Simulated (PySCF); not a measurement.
# Two-component Hartree-Fock for Pb³⁺ (lead, charge +3)

Start: [Xe] 4f14 5d9 6s1 6p1; 5d3/2 filled at m_j = -3/2, -1/2, +1/2, +3/2; 5d5/2 filled at m_j = -3/2, -1/2, +1/2, +3/2, +5/2; 6s1/2 filled at m_j = +1/2; 6p3/2 filled at m_j = +3/2. Calculated with PySCF 2.14 in x2c-TZVPall-2c: generalised Hartree-Fock with the X2C-1e Hamiltonian and a Gaussian nucleus; spin-orbit coupling (SO) screened by Boettger's factors. This is a chosen level, not necessarily the ground level.

| spinor shell | electrons | ε, screened SO (eV) | weight of nominal j (screened SO) | rms radius, screened SO (bohr) |
| --- | --- | --- | --- | --- |
| 1s1/2 | 2 | -88506.6 | 1.000 | 0.0181 |
| 2s1/2 | 2 | -16014.4 | 1.000 | 0.0730 |
| 2p1/2 | 2 | -15356.6 | 1.000 | 0.0617 |
| 2p3/2 | 4 | -13162.1 | 1.000 | 0.0700 |
| 3s1/2 | 2 | -3943.6 | 1.000 | 0.186 |
| 3p1/2 | 2 | -3647.6 | 1.000 | 0.178 |
| 3p3/2 | 4 | -3151.1 | 1.000 | 0.195 |
| 3d3/2 | 4 | -2670.1 | 1.000 | 0.170 |
| 3d5/2 | 6 | -2564.8 | 1.000 | 0.175 |
| 4s1/2 | 2 | -959.46 | 1.000 | 0.408 |
| 4p1/2 | 2 | -830.28 | 1.000 | 0.412 |
| 4p3/2 | 4 | -706.99 | 1.000 | 0.446 |
| 4d3/2 | 4 | -496.35 | 1.000 | 0.455 |
| 4d5/2 | 6 | -472.50 | 1.000 | 0.466 |
| 5s1/2 | 2 | -201.81 | 1.000 | 0.912 |
| 4f5/2 | 6 | -197.07 | 0.999 | 0.493 |
| 4f7/2 | 8 | -192.00 | 0.999 | 0.495 |
| 5p1/2 | 2 | -155.74 | 0.999 | 0.978 |
| 5p3/2 | 4 | -131.53 | 0.999 | 1.06 |
| 5d3/2 | 4 | -64.981 | 0.963 | 1.31 |
| 5d5/2 | 5 | -61.699 | 0.970 | 1.35 |
| 6s1/2 | 1 | -45.600 | 0.998 | 2.21 |
| 6p3/2 | 1 | -32.192 | 1.000 | 2.72 |

| quantity | screened SO |
| --- | --- |
| E (hartree) | -20900.82173 |
| M_J | 9/2 |
| ⟨J²⟩ | 24.764 |
| ⟨L²⟩ | 12.194 |
| ⟨S²⟩ | 3.944 |

Each row is a mean over spinors that exchange with the open shell spreads, by up to 6.377 eV (5p3/2).

Breit and QED terms are absent; they matter most for the inner s and p1/2 levels.

Densities and radii are taken from the X2C orbitals without a picture-change correction, which distorts them close to the nucleus.
